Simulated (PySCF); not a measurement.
Compound: C4H5F2N2 (charge +1).
Atom-mapped SMILES: `[CH3:1][n+:2]1[cH:3][nH:4][c:5]([F:6])[c:7]1[F:8]` (hydrogens: H9, H10, H11 on C1; H12 on C3; H13 on N4)

Structure used (GFN2-xTB), in Å, numbered top down from 1:
```
atom  x, y, z in Å
C1    -1.8801    0.0114   -0.0493
N2    -0.4404   -0.0370   -0.0040
C3     0.3320   -1.0901    0.2363
N4     1.6141   -0.7171    0.1889
C5     1.6692    0.6190   -0.0909
F6     2.8057    1.2460   -0.1948
C7     0.3725    1.0476   -0.2130
F8    -0.1345    2.2217   -0.4735
H9    -2.2884   -0.9763    0.1484
H10   -2.2091    0.3534   -1.0320
H11   -2.2513    0.7166    0.6963
H12   -0.0201   -2.0853    0.4372
H13    2.4260   -1.3094    0.3327
```

Method: TDDFT wB97X-D/def2-SVPD, vertical, gas phase, core orbitals frozen in the response in PySCF.

Kohn–Sham orbitals with the atoms that hold most of them (Löwdin shares over 4%, at most four atoms; ? is withheld):

| orbital | ε (eV) | atoms |
| --- | --- | --- |
| LUMO+2 | -2.22 | C5 29%, C7 29%, N2 10%, N4 9% |
| LUMO+1 | -2.26 | C7 26%, C5 20%, F8 10%, C1 8% |
| LUMO | -4.08 | ? |
| HOMO | -14.27 | ? |
| HOMO-1 | -16.40 | N2 29%, N4 24%, C1 14%, H11 6% |
| HOMO-2 | -18.46 | C1 19%, F6 16%, F8 16%, H9 12% |
| HOMO-3 | -18.94 | C1 29%, F6 16%, F8 14%, H9 12% |

(1) Which atoms hold the HOMO, and with what shares?

(2) Give the leading atoms of the LUMO.

(3) How does S1 compare with the orbital gap of 10.19 eV?

(4) Give energy, strength and leading configuration of S1, S2 and S8, and follow the Löwdin shares of the leading atoms from the occupied to the empty orbital.

## Answers

(1) C5 (bonded to C, F and N) 23%; C7 (bonded to C, F and N) 23%; C3 (bonded to 2 N and H) 18%; F6 (bonded to C) 11%. By element: carbon 64% or more, fluorine 11% or more.

(2) C3 (bonded to 2 N and H) 34%; N2 (bonded to 3 C) 22%; N4 (bonded to 2 C and H) 21%; H12 (bonded to C) 6%. By element: nitrogen 43%, carbon 34% or more, hydrogen 6% or more.

(3) S1 is at 5.95 eV (f = 0.136), 4.23 eV below the gap, made of HOMO→LUMO (97%). 

(4) 
- S1 (5.95 eV, f 0.136), HOMO→LUMO (97%): C5 23% → at most 7%, C7 23% → at most 7%, C3 18% → 34%, N2 at most 11% → 22%
- S2 (7.04 eV, f 0.011), HOMO→LUMO+1 (91%): C5 23% → 20%, C7 23% → 26%
- S8 (9.46 eV, f 0.0005), HOMO-1→LUMO+1 (86%): N2 29% → at most 8%, N4 24% → at most 8%, C7 at most 7% → 26%, C5 at most 7% → 20%

Löwdin shares depend on the basis, the more so with diffuse functions.

Time: 42 s of wall time. Hardware: an Arm Neoverse V2 with one thread, shared host.
